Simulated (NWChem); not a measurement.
Species: C$_{3}$H$_{4}$FNSi; SMILES C(=C/[SiH2]F)/C#N

```xyz
10

N      1.0073     2.7535     0.0000
C      0.0495     2.0919     0.0000
C     -1.1250     1.2716     0.0000
C     -1.0691    -0.0735     0.0000
Si     0.4988    -1.1110     0.0000
F      0.0091    -2.6509     0.0000
H     -2.0713     1.8098     0.0000
H     -2.0243    -0.6003     0.0000
H      1.2983    -0.8581    -1.2222
H      1.2983    -0.8581     1.2222
```
Atoms are numbered in this order, from 1.

Level: B3LYP/6-31G* (spherical d) (NWChem), optimised geometry, unscaled harmonic frequencies. B3LYP is NWChem's, with the RPA form of VWN correlation.

```tsv
frequency (cm⁻¹)	IR intensity (km/mol)
15	3.8
91	6.1
214	4.2
254	2.0
334	3.0
443	0.2
622	5.1
662	39.9
727	21.7
732	8.0
769	94.3
877	19.5
932	277.3
951	63.6
990	154.3
1013	0.1
1209	5.7
1394	8.0
1647	13.3
2284	66.2
2293	152.4
2336	4.0
3156	0.8
3183	2.6
```

The zero-point energy comes out as 38.8 kcal/mol and the thermal correction to the enthalpy at 298.15 K (with zero-point energy) is 43.7 kcal/mol. The heat capacity Cv comes out as 23.1 cal/(mol K) and the entropy at 298.15 K and 1 atm (symmetry number 1) comes out as 86.0 cal/(mol K). The dipole moment is 2.77 D.

Rigid rotor and harmonic oscillator; modes under 100 cm⁻¹ make the entropy uncertain.
